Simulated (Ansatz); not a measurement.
H₄O₄P, charge +1, singlet, at a GFN2-xTB geometry; CAM-B3LYP/6-31G** (Ansatz, a quantum-chemistry and plane-wave program).

Ansatz was given this input:
Ansatz 0.2 input:
```yaml
crystal:
  periodic: [false, false, false]
  atoms:
    - {symbol: O, position_ang: [0.35340302, 1.40601937, -0.68702545]}
    - {symbol: P, position_ang: [-0.14892471, 0.22206164, -0.05069727]}
    - {symbol: O, position_ang: [-0.43612894, 0.14285940, 1.46560672]}
    - {symbol: O, position_ang: [-1.14891758, -0.74359101, -0.70983484]}
    - {symbol: O, position_ang: [1.29229882, -0.97642049, -0.05329354]}
    - {symbol: H, position_ang: [-0.39084752, 0.98346028, 1.92529065]}
    - {symbol: H, position_ang: [-1.32370569, -0.58065029, -1.63908503]}
    - {symbol: H, position_ang: [2.17992160, -0.58838213, -0.15370842]}
    - {symbol: H, position_ang: [1.28325968, -1.77629082, 0.50433873]}
basis:
  gaussian:
    orbitals: 6-31G__.json
hamiltonian:
  xc: cam_b3lyp
total_charge: 1
accuracy: high
```
The basis file holds 6-31G** in the JSON format of the Basis Set Exchange.

Problem. What does Ansatz print? Leave out banner, timings and long lists.

Solution. 
```
Functional definition: CAM-B3LYP
2145 factors; integrals over basis functions are off by at most 4.1e-9 eV
393 factors; integrals over basis functions are off by at most 2.4e-9 eV
mean field evaluation 1: about -17517.3385 eV, gradient 9.9e1 eV
mean field evaluation 2: about -17510.8608 eV, gradient 1.2e2 eV
mean field evaluation 4: about -17533.0449 eV, gradient 4.1e0 eV
mean field evaluation 8: about -17533.2012 eV, gradient 2.2e-1 eV
mean field evaluation 16: about -17533.2013 eV, gradient 4.6e-5 eV
mean field -17533.20129086 eV, -644.3332630083 hartree, gradient 4.4e-8 eV, S^2 0.000000; 0 other end points of the search recorded, 0 dependent functions left out
reference -17533.20130636 eV, -644.3332635782 hartree; 25, 25 occupied and 74, 74 virtual orbitals, 2145 factors
Total energy: -17533.20130636 eV, -644.3332635782 hartree
```
